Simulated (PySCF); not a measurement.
A side-by-side comparison of computed properties.

First species: C4H8N2Si2.
Geometry (GFN2-xTB, Å), atoms numbered from 1 in this order:
```xyz
16
C4H8N2Si2 angstrom
C      3.0184   -0.0289   -0.2460
N      1.8750   -0.0482    0.2703
C      0.7108    0.0288   -0.5245
Si    -0.5664   -1.3761   -0.1346
C     -1.8917    0.0238    0.0771
C     -2.6945   -0.0496    1.2368
N     -3.3187   -0.1095    2.1977
Si    -0.5227    1.3979    0.0753
H      3.8793   -0.0903    0.4018
H      3.2053    0.0468   -1.3245
H      0.9489    0.1059   -1.6013
H     -0.8480   -2.2770   -1.2546
H     -0.2692   -2.0881    1.0986
H     -2.5509    0.0998   -0.7890
H     -0.7750    2.4652   -0.8954
H     -0.2085    1.9081    1.4010
```

Second species: C4H8N2Si2.
Z-matrix (Å and degrees, GFN2-xTB geometry), rows numbered from 1:
```
C 
N   1  1.3670
C   2  1.2970  1  105.31
N   3  1.3614  2  113.19  1     0.04
C   1  1.3625  2  110.24  3    -0.02
C   5  1.4922  1  132.07  2  -179.98
Si  6  1.9187  5  109.61  1   179.90
Si  4  1.7587  3  132.27  2   179.87
H   1  1.0720  2  120.80  3  -179.99
H   3  1.0713  2  124.87  1   179.97
H   6  1.0925  5  108.96  1   -57.79
H   6  1.0926  5  108.95  1    57.60
H   7  1.4675  6  110.30  5   120.78
H   7  1.4676  6  110.22  5  -120.71
H   8  1.4662  4  106.25  3   -57.27
H   8  1.4664  4  106.27  3    57.36
```

Levels: CAM-B3LYP/def2-SVPD for HOMO energy, LUMO energy, HOMO–LUMO gap and static isotropic polarisability; TDDFT CAM-B3LYP/def2-SVPD for lowest singlet excitation; TDA CAM-B3LYP/def2-SVPD for lowest triplet excitation (Tamm–Dancoff). Geometries: GFN2-xTB. All species are isolated and taken at one optimised geometry, non-relativistic unless stated. Electronic properties by PySCF.

The conformers computed, where there is a choice (atom-mapped SMILES and torsion angles):
- `[CH2:1]=[N:2][C@H:3]1[SiH2:4][C@@H:5]([C:6]#[N:7])[SiH2:8]1`: C1–N2–C3–Si4 129°

The conformers of `c1ncn2c1C[SiH2][SiH2]2` aren't listed.

**Question.** Which of the two has the higher HOMO energy, and by how much?

**Answer.** The second: -7.64 eV against -8.90 eV, a difference of 1.26 eV.

**Question.** Which has the higher LUMO energy?

**Answer.** The second: 0.29 eV against 0.11 eV, a difference of 0.18 eV.

**Question.** Which of the two has the higher S1 energy, and by how much?

**Answer.** The second: 5.32 eV against 4.90 eV, a difference of 0.42 eV.

**Question.** Which has the higher HOMO–LUMO gap?

**Answer.** The first: 9.01 eV against 7.93 eV, a difference of 1.08 eV.

**Question.** Which has the higher static isotropic polarisability?

**Answer.** The first: 110.0 au against 106.2 au, a difference of 3.8 au.

**Question.** Which of the two has the higher T1 energy, and by how much?

**Answer.** The second: 4.33 eV against 4.12 eV, a difference of 0.21 eV.

On the first: The polarisability is 16.29 Å³ as a volume (1 au = 0.148185 Å³), or 1.49 au for each of the 74 electrons. In wavenumbers S1 is 39500 cm⁻¹ (1 eV = 8065.54 cm⁻¹).

On the second: No computed singlet falls in the visible range (750 to 380 nm, 1.65 to 3.26 eV); S1 lies 2.06 eV above its blue end. The principal polarisabilities are 77.7, 115.0 and 125.9 au; their mean is the isotropic value.
